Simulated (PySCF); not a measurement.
**Radial density of Br⁺ (bromine, charge +1)**

UHF, [Ar] 3d10 4s2 4p4, high-spin 3P determinant. Calculation: PySCF 2.14, in aug-pcseg-3; the non-relativistic Hamiltonian (point nucleus).

| r (bohr) | 4πr²ρ (e/bohr) | 4πr²(ρα − ρβ) |
| --- | --- | --- |
| 0.000711 | 0.1790 | 0.0000 |
| 0.00120 | 0.4895 | 0.0000 |
| 0.00201 | 1.308 | 0.0000 |
| 0.00338 | 3.362 | 0.0000 |
| 0.00569 | 8.093 | 0.0000 |
| 0.00957 | 17.46 | 0.0002 |
| 0.0161 | 31.41 | 0.0014 |
| 0.0271 | 42.23 | 0.0079 |
| 0.0456 | 38.98 | 0.0328 |
| 0.0766 | 37.06 | 0.0837 |
| 0.129 | 50.90 | 0.0714 |
| 0.217 | 35.62 | -0.0157 |
| 0.365 | 31.89 | 0.1966 |
| 0.613 | 27.01 | 0.0327 |
| 1.03 | 6.622 | 0.4856 |
| 1.74 | 3.926 | 1.2752 |
| 2.92 | 0.9031 | 0.3376 |
| 4.91 | 0.02276 | 0.0073 |
| 8.26 | 2.302e-05 | 0.0000 |

Question: Where is the radial spin density 4πr²(ρα − ρβ) most negative, and why is it negative at all?

Answer: Around r = 0.217 bohr, down to -0.0157 e/bohr: exchange with the open shell polarises the paired shells in an unrestricted calculation.
